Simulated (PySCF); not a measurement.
C3H7O, SMILES [CH2]COC, multiplicity 2.

Coordinates come from a PBE-D3(BJ)/def2-SVP optimisation. The isomer is the one that the SMILES or the coordinates give; other isomers of the formula were not compared. Other conformers were not sampled.

The numbers are results of PBE-D3(BJ)/def2-SVP (PySCF 2.14.0), not measurements.

No scaling factor is applied to the harmonic values.

```
mode  ν (cm⁻¹)  IR (km/mol)  moving atoms (share of kinetic energy)
----  --------  -----------  --------------------------------------
1          151          3.0                   H 58 %, C 34 %, O 9 %
2          201          3.2                          H 83 %, C 13 %
3          213          1.8                                  H 87 %
4          351          4.5                  H 41 %, C 37 %, O 21 %
5          448         10.9                  H 53 %, C 26 %, O 21 %
6          513         34.0                   H 67 %, C 24 %, O 9 %
7          815          6.9                  H 58 %, C 26 %, O 17 %
8          901         11.6                   C 57 %, H 34 %, O 9 %
9         1013         19.8                  C 47 %, H 40 %, O 13 %
10        1071          2.8                          C 60 %, H 39 %
11        1118         65.8                  H 48 %, C 35 %, O 17 %
12        1134          2.6                          H 75 %, C 19 %
13        1178         77.1                  H 39 %, O 31 %, C 31 %
14        1244         21.8                  H 75 %, O 13 %, C 12 %
15        1320         11.4                          H 81 %, C 17 %
16        1376          8.2                          H 78 %, C 21 %
17        1381          8.7                                  H 92 %
18        1400          4.7                                  H 96 %
19        1409          3.5                          H 87 %, C 12 %
20        1437          7.7                                  H 93 %
21        2855         66.8                                  H 94 %
22        2888         69.5                                  H 97 %
23        2897         20.8                           H 91 %, C 9 %
24        2948         51.7                           H 91 %, C 9 %
25        3062         21.9                           H 91 %, C 9 %
26        3077          5.5                                  H 95 %
27        3196          5.7                          H 89 %, C 11 %
```
